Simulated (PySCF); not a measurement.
# Adding and removing an electron: CsSn

BP86; basis Cs def2-SVPD with ECP46, Sn def2-SVPD with ECP28; scalar-relativistic core potentials; PySCF 2.14. Neutral (UKS): quartet (σ ↑, π ↑↑), Re = 3.599 Å, ωe = 84.5 cm⁻¹, De = 1.39 eV, HOMO -2.85 eV, LUMO -2.16 eV.

CsSn⁺ (UKS): triplet (σ ↑, π ↑), Re = 4.309 Å, ωe = 38.9 cm⁻¹, De = 0.26 eV to Cs⁺ + Sn. The energies at the minima are -234.60445 hartree for CsSn and -234.41431 for CsSn⁺.

Question: Work out the adiabatic ionisation energy, without and with harmonic zero-point energies (1 hartree = 27.2114 eV, 1 eV = 8065.5 cm⁻¹), and the change of the bond length.

Answer: At BP86: 0.19014 hartree = 5.174 eV between the minima; the zero-point term (38.9 − 84.5)/2 cm⁻¹ = -0.003 eV makes it 5.171 eV. Re changes by +71.0 pm against the neutral. The electron leaves a π orbital, and the ion is left as a loose complex of an ion and an atom.

Weak bonds: CsSn⁺. Basis-set superposition, not corrected here, can be much of De in a small basis, most of all at correlated wavefunction levels. Spin–orbit coupling is left out, which matters for elements this heavy, above all for dissociation energies. For an ion De counts to the pair picked by the measured ionisation energies or electron affinities, which need not be the lowest pair at this level. States were picked by a PBE0 search and need not be the measured ground states.
